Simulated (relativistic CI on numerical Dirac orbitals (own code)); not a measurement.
# What each ingredient does to the levels of Hf

Base calculation: Dirac-Coulomb-Breit CI, KLI orbitals optimised for each configuration, QED by a radiative potential, valence Slater integrals scaled by 0.85, P86 correlation energy added to each configuration.

Configurations in the expansion (outside the closed core [Xe] 4f14): 5d2.6s2, 5d.6s2.6p, 5d2.6s.6p, 5d3.6s, 5d4, 5d2.6s.6d, 5d.6s2.5f, 5d.6s2.7p, 5d3.6p, 5d.6s2.7s, 5d.6s2.8s, 5d2.6s.7s, 5d.6s2.6d, 6s2.6p2, 6s.6p3, 6s.6p2.6d, 5d2.6p2, 5d.6p3, 5d.5f.6p2, 5d.6p2.7p, 5d.6s.6p2, 5d.6p2.6d, 6s.5f.6p2, 6s.6p2.7p. Double excitations out of closed p, d and f shells are left out; levels of such configurations are missing from the list, as are those of other unlisted configurations, and high levels can miss mixing partners. These lack a partner that the ground configuration has and come out too high: 5d.6s2.7s, 5d.6s2.8s.

The lowest level and the first level of each name with at least 55 % of one term (blank where a level has no safe partner in the second run):

```
          Level  Base (cm⁻¹)  Shift (cm⁻¹)
   5d2.6s2 3F_2          0.0           0.0
   5d2.6s2 3F_3       1867.9         -13.4
   5d2.6s2 3F_4       3786.4         -62.5
   5d2.6s2 3P_0       5064.1        -307.8
   5d2.6s2 3P_1       5761.2        -261.1
   5d2.6s2 1G_4      10434.7        -800.5
5d.6s2.6p 3F°_3      11779.6        +368.6
5d.6s2.6p 3D°_1      11792.5        +135.7
    5d3.6s 5F_1      13366.6        +141.3
5d.6s2.6p 3D°_2      13514.1        +189.7
    5d3.6s 5F_2      13818.3        +131.4
    5d3.6s 5F_3      14477.8        +116.6
5d.6s2.6p 3F°_4      15078.7        +333.8
5d2.6s.6p 5G°_2      15168.4        +335.6
    5d3.6s 5F_4      15308.5         +93.2
5d.6s2.6p 3P°_1      15319.3         -89.8
5d.6s2.6p 3P°_0      15354.3         -93.9
    5d3.6s 5F_5      16260.6         +57.6
5d2.6s.6p 5G°_3      16287.8        +296.2
5d2.6s.6p 5G°_4      17639.0        +321.3
5d2.6s.6p 5F°_1      18964.7          -6.2
5d2.6s.6p 5G°_5      19350.6        +285.0
```

For a near-neutral ion this model can misplace configurations by up to about 10,000 cm⁻¹ (more where the count of f electrons changes) and terms by 10 to 25 % of their spread. Rates follow the energies as ν³ (E1, M1) or ν⁵ (E2), so they and the lifetimes can be off by large factors. The fine structure of a lone outer electron comes out too small, for d and f at times inverted, and misplaced configurations move strength between like terms. 14 of the 28 excited levels that our extract of the measured tables holds in this range could be paired (the sources list more); they are missed by 1671 cm⁻¹ on average and 3146 at most, and levels without a partner can miss by more. Some levels of the ground configuration have no partner and can miss by 10 % or more.

Q: One thing was changed in a second run, which moved the levels as shown. Which?
A. Breit term removed
B. valence Slater integrals scaled by 0.75
C. Slater integrals left unscaled
D. non-relativistic limit
E. QED terms removed
F. configuration mixing switched off

A: B. Valence Slater integrals scaled by 0.75. Scaling acts on the splittings between terms and on the mixing, and leaves the fine structure of pure LS terms nearly alone; in jj coupling it moves the levels of one term differently.

LS names give the leading component of a level, which can be under half, so a name can repeat, a term be missing and a line seem to break the LS rules.
